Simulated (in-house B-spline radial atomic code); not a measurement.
## PBE0 excitations of Rb+

Method: PBE0. Computed with a B-spline radial code for spherical atoms: linear response of the closed shell [Ar] 3d10 4s2 4p6 with the functional's adiabatic kernel; scalar-relativistic (spin-free one-electron X2C), finite nucleus, no spin-orbit coupling, no double excitations, S, P, D and F terms only; shells from n = 2 respond. Only terms of natural parity with L up to 3 were computed.

Command:
```bash
python run_td.py task.json out
```
Settings (radii: box in bohr, nucleus in fm):
```
Z                        37
electrons                36
configuration            [Ar] 3d10 4s2 4p6
hamiltonian              x2c
method                   pbe0
box_radius               41.61
rms_radius               4.2036
intervals                75
```

Run time, properties included: 3.7 s on 1 thread of Arm Neoverse N1, with other jobs on the host.

The lowest states, in the order of their Tamm-Dancoff energies; the method's threshold (minus the highest occupied level) is 23.385 eV. Labels give the largest channel, * marks a mixed state, and oscillator strengths are full-response dipole values. Semilocal kernels can invert the small singlet-triplet splittings of Rydberg terms. Energies in eV:

```
     state  full response  Tamm-Dancoff  oscillator strength
4p → 5s 3P         16.001        16.014                    -
4p → 5s 1P         16.367        16.376                0.442
4p → 4d 3P         17.334        17.380                    -
4p → 4d 3F         17.493        17.576                    -
4p → 5p 3S              ?             ?                    -
4p → 4d 1F         18.439        18.445                    -
4p → 5p 3D         18.623        18.631                    -
4p → 5p 1D         18.766        18.768                    -
4p → 5p 1S              ?             ?                    -
4p → 4d 1P         20.034        20.176                 1.48
4p → 6s 3P         20.717        20.718                    -
4p → 6s 1P         20.777        20.779                0.101
4p → 5d 3P         21.297        21.302                    -
4p → 6p 3S         21.305        21.308                    -
4p → 5d 3F         21.323        21.331                    -
4p → 6p 3D         21.360        21.361                    -
```

Q: Where does 4p → 5p 1S lie?

A: At 19.387 eV in full response, 19.453 eV in Tamm-Dancoff.

Q: Where does 4p → 5p 3S lie?

A: At 18.325 eV in full response, 18.339 eV in Tamm-Dancoff.

Q: How large is the singlet-triplet splitting of 4p → 5s (P terms) in Tamm-Dancoff?

A: 0.362 eV, from the unrounded values.

Q: What polarisabilities and dispersion coefficient does the method give?

A: Dipole 9.294 bohr³, quadrupole 37.09 bohr⁵, C6 56.49 hartree·bohr⁶ for two such species.
